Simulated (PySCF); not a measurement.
Compound: C2H7FSi2.
Atom-mapped SMILES: `[CH2:1]=[CH:2][Si@H:3]([F:4])[SiH3:5]` (hydrogens: H6, H7 on C1; H8 on C2; H9 on Si3; H10, H11, H12 on Si5)

Method: PBE0-D3(BJ)/def2-SVP geometry optimisation, gas phase in PySCF 2.14.0; density fitting, grid level 1; the optimiser is geomeTRIC in internal coordinates, started from a GFN2-xTB structure with every atom displaced at random (about 0.01 Å).

Step 0: E = -20640.2692 eV
```
atom  x, y, z in Å  |  force x, y, z in eV/Å
C1     -1.8166    0.7701    0.7801   -0.974   2.334   0.835
C2     -1.4542   -0.3838    0.3025    1.598  -0.948  -1.047
Si3     0.0040   -0.6465   -0.8471   -0.419  -0.595   0.880
F4      0.1836   -2.2584   -0.9430    0.196  -0.586   0.094
Si5     2.0191    0.1929   -0.0633   -0.029   0.254   0.333
H6     -2.6952    0.9136    1.4250    0.088  -0.147   0.010
H7     -1.3082    1.7051    0.5262    0.166   0.082  -0.006
H8     -1.9957   -1.2543    0.5877   -0.661  -1.102   0.265
H9     -0.3622   -0.2985   -2.1918   -0.137   0.658  -1.069
H10     2.5631   -0.5602    1.0887   -0.088  -0.304   0.206
H11     1.8425    1.5807    0.4114   -0.134   0.398   0.070
H12     3.0651    0.2184   -1.0828    0.393  -0.045  -0.573
```

Step 1: E = -20640.4571 eV
```
atom  x, y, z in Å  |  force x, y, z in eV/Å
C1     -1.7500    0.8006    0.7949    0.183  -0.263  -0.124
C2     -1.4200   -0.3989    0.2945   -0.259  -0.098   0.123
Si3    -0.0088   -0.7331   -0.8737    0.118   0.096  -0.119
F4      0.2098   -2.3572   -0.9411   -0.042   0.195  -0.021
Si5     1.9641    0.2363   -0.0540    0.016  -0.094  -0.007
H6     -2.5975    0.9293    1.4710   -0.096   0.028   0.062
H7     -1.1807    1.7049    0.5575    0.020   0.070  -0.015
H8     -2.0276   -1.2747    0.5835    0.059   0.163  -0.032
H9     -0.3066   -0.2500   -2.2645   -0.022  -0.131   0.108
H10     2.4011   -0.5648    1.1301    0.049   0.032   0.012
H11     1.7174    1.6452    0.3837   -0.044   0.014  -0.014
H12     3.0442    0.2416   -1.0881    0.019  -0.012   0.026
```

Question: Estimate the geometry and energy of step 2. (The exact step hangs on the optimiser's Hessian estimate; all steps are aligned on step 1, rigid shifts and turns removed.)

Answer: E = -20640.4646 eV, largest force 0.074 eV/Å
```
atom  x, y, z in Å  |  force x, y, z in eV/Å
C1     -1.7296    0.7897    0.7905   -0.038  -0.047   0.042
C2     -1.4350   -0.4184    0.2970    0.032  -0.005  -0.030
Si3    -0.0149   -0.7255   -0.8728    0.027  -0.024  -0.010
F4      0.2080   -2.3439   -0.9560    0.021   0.013  -0.020
Si5     1.9597    0.2382   -0.0479   -0.005  -0.028   0.009
H6     -2.5766    0.9495    1.4664   -0.002   0.020  -0.001
H7     -1.1382    1.6797    0.5434   -0.010   0.008   0.011
H8     -2.0528   -1.2819    0.5836   -0.007   0.063  -0.009
H9     -0.3242   -0.2562   -2.2583   -0.020  -0.019   0.009
H10     2.4103   -0.5497    1.1404    0.013   0.020   0.000
H11     1.6940    1.6464    0.3839   -0.015   0.009  -0.011
H12     3.0446    0.2513   -1.0765    0.004  -0.011   0.009
```

The energy changes by -0.0075 eV. The first-order estimate −F·Δx gives -0.0149 eV and the mean of the old and new forces, exact on a quadratic surface, -0.0074 eV. The step makes an angle of 74° with the force vector and moves no atom by more than 0.051 Å.

The cost below is that of the whole optimisation. Hardware: one thread of an Arm Neoverse N1, on a shared host. Cost: 93 s wall, 0.47 GiB resident at most.
